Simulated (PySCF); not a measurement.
Telling isomers of C$_{6}$H$_{10}$O$_{2}$ apart by NMR

PySCF 2.14.0 with density-fitted response routines calculation with structure optimised with GFN2-xTB and GIAO PBE0/pcSseg-1 shieldings; no solvent, one conformer, equivalent nuclei averaged, non-relativistic Hamiltonian.

References, each an isolated molecule treated in the same way: ¹H (σ = 31.72 ppm), ¹³C (σ = 186.93 ppm) against TMS. Where no couplings were computed, multiplicities follow the n + 1 count of equivalent neighbours, and m marks all less simple cases (inequivalent or close neighbours, rings, F or P nearby). Shifts are as computed. Against solution values, carbons near 30 ppm lie about +3 ppm off and those near 130 ppm about +5 ppm. Of 1211 compounds with measured shifts, 218 miss one by over three times the rms of a fit or turn the order of signals round; such compounds aren't used in these exercises.

(1) Tabulate the signals of `C=CCOCC(C)=O`, `O=CC1CCOCC1` and their relative energies.

(2) What is the quickest way to tell C=CCOCC(C)=O from O=CC1CCOCC1?

Results:

(1) 
| SMILES | carbon types | δC | δH | E rel. (kcal/mol) |
| --- | --- | --- | --- | --- |
| C=CCOCC(C)=O | 1×C 1×CH 3×CH2 1×CH3 | 218.7, 146.1, 121.1, 81.7, 77.6, 22.2 | 6.44 (m, 1H), 5.44 (m, 1H), 5.44 (m, 1H), 4.01 (d, 2H), 3.90 (s, 2H), 2.25 (s, 3H) | 20.9 |
| O=CC1CCOCC1 | 2×CH 4×CH2 | 211.0, 68.7, 48.8, 29.2 | 10.14 (d, 1H), 3.93 (m, 2H), 3.40 (m, 2H), 2.33 (m, 1H), 1.96 (m, 2H), 1.85 (m, 2H) | 0.0 |

Energies are electronic energies at PBE0/pcSseg-1 on these geometries, without zero-point or thermal terms, each for the one conformer computed, which needn't be the lowest.

(2) Count the carbon signals: 6 against 4. The first has a ketone carbonyl carbon (C) at 218.7 ppm, the second an aldehyde carbonyl carbon (CH) at 211.0 ppm. In the proton spectra the most deshielded non-exchanging signals are 6.44 (m, 1H) and 10.14 (d, 1H).
